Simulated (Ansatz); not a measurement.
Heat of formation of CBr2F2 (dibromodifluoromethane) from total energies

CBr2F2 has 5 atoms, charge 0, and is taken as a singlet. SMILES: `FC(F)(Br)Br`. Geometry: relaxed at PBE0-D4/def2-TZVP.

Total energies at r2SCAN/cc-pVDZ (Ansatz 0.2.0); the atoms run unrestricted:

```tsv
species	state	energy (Eh)
CBr2F2	singlet	-5385.913466
F	doublet	-99.686129
C	triplet	-37.826272
Br	doublet	-2574.065592
```

Harmonic wavenumbers at PBE0-D4/def2-TZVP, in cm⁻¹: 164, 281, 334, 344, 372, 638, 823, 1120, 1190.

Measured heats of formation of the gaseous atoms at 298.15 K, in kJ/mol: F 79.4, C 716.9, Br 111.9. Spin-orbit lowering of the atoms at 298 K (mean of the ground term's levels less their thermal mean, from spectra), in kJ/mol: F 1.29, C 0.02, Br 14.69. Take 1 Eh = 2625.50 kJ/mol, 1 cm⁻¹ = 0.0119627 kJ/mol, RT = 2.479 kJ/mol.

Problem. Work out the heat of formation of the gas at 298 K.

Solution. 
1. Electronic atomisation energy: 2 × (-99.686129) + (-37.826272) + 2 × (-2574.065592) − (-5385.913466) = 0.583752 Eh = 1532.6 kJ/mol.
2. Zero-point energy: half the sum of the wavenumbers, 2633 cm⁻¹ = 31.5 kJ/mol.
3. Thermal vibrational enthalpy, Σ hcν̃/(exp(hcν̃/kT) − 1): 6.3 kJ/mol. Translation, rotation and pV of a non-linear molecule: 4 RT = 9.9 kJ/mol.
4. The 5 free atoms carry 5/2 RT each: 31.0 kJ/mol.
5. Spin-orbit coupling lowers the free atoms by 2 × 1.29 + 0.02 + 2 × 14.69 = 32.0 kJ/mol.
6. Atomisation enthalpy at 298 K: 1532.6 − 32.0 − 31.5 − 6.3 − 9.9 + 31.0 = 1483.9 kJ/mol.
7. Sum of the atoms' heats of formation: 1099.5 kJ/mol. Heat of formation: 1099.5 − 1483.9 = -384.4 kJ/mol.

The tabulated value is -384.5 kJ/mol (Active Thermochemical Tables), so this level is off by +0.1 kJ/mol, or 0.0 % of the atomisation enthalpy. So close a hit in a small basis owes something to errors that cancel. Relativity is left out. Anharmonicity and any spin-orbit splitting of the molecule are left out.
